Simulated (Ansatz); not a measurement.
The inner images of a band of Ge2H6O (9 atoms, charge 0, multiplicity 1) are given out of order.

The calculation used RKS PBE-D4/def2-SVP in Ansatz.

First end point:

```xyz
9
Properties=species:S:1:pos:R:3
Ge 0.434 -0.063 -0.128
Ge 1.023 0.027 2.243
H -0.256 -0.128 3.112
H 2.008 -1.111 2.624
H 1.677 1.391 2.587
H 1.646 0.235 -1.045
O -0.722 1.274 -0.527
H -1.519 1.214 0.032
H -0.188 -1.447 -0.497
```

Last end point:

```xyz
9
Properties=species:S:1:pos:R:3
Ge 0.268 0.108 -1.133
Ge 1.298 0.021 2.052
H -0.166 -0.352 2.368
H 2.274 -0.853 2.880
H 1.558 1.525 2.273
H 1.587 -0.256 0.521
O -0.700 1.385 -0.245
H -1.424 0.995 0.281
H -0.592 -1.178 -0.597
```

Q: Put them in order from the first end to the last, with their energies above the first end.
A.
```xyz
9
Properties=species:S:1:pos:R:3
Ge 0.440 -0.077 -0.164
Ge 0.990 0.046 2.170
H -0.348 0.039 2.952
H 1.856 -1.169 2.588
H 1.756 1.361 2.450
H 1.710 0.356 -0.929
O -0.865 1.134 -0.509
H -1.390 1.226 0.310
H -0.047 -1.522 -0.467
```
B.
```xyz
9
Properties=species:S:1:pos:R:3
Ge 0.381 -0.069 -0.688
Ge 1.004 -0.004 1.947
H -0.402 -0.002 2.632
H 1.834 -1.198 2.499
H 1.703 1.326 2.351
H 1.793 0.431 -0.235
O -0.896 1.206 -0.472
H -1.320 1.142 0.405
H 0.007 -1.440 -0.038
```
C.
```xyz
9
Properties=species:S:1:pos:R:3
Ge 0.257 0.047 -1.113
Ge 1.319 0.072 2.056
H -0.193 -0.073 2.330
H 2.113 -1.091 2.696
H 1.834 1.446 2.542
H 1.594 0.054 0.493
O -0.876 1.298 -0.409
H -1.539 0.901 0.187
H -0.408 -1.260 -0.382
```
D.
```xyz
9
Properties=species:S:1:pos:R:3
Ge 0.330 -0.059 -0.975
Ge 1.166 0.062 1.912
H -0.329 0.010 2.334
H 1.902 -1.190 2.445
H 1.764 1.370 2.488
H 1.620 0.322 0.321
O -0.872 1.215 -0.446
H -1.399 0.992 0.344
H -0.079 -1.329 -0.022
```
E.
```xyz
9
Properties=species:S:1:pos:R:3
Ge 0.405 -0.062 -0.318
Ge 0.978 0.024 2.031
H -0.393 0.026 2.750
H 1.831 -1.187 2.504
H 1.735 1.337 2.357
H 1.826 0.415 -0.565
O -0.903 1.175 -0.505
H -1.330 1.186 0.378
H -0.048 -1.520 -0.232
```

A: A (+0.08 eV), E (+0.85 eV), B (+1.72 eV), D (+1.16 eV), C (+1.02 eV).

The run took 77 s on 4 threads of AMD EPYC 7B13 (Zen 3), on a shared host, peak memory 0.19 GiB.
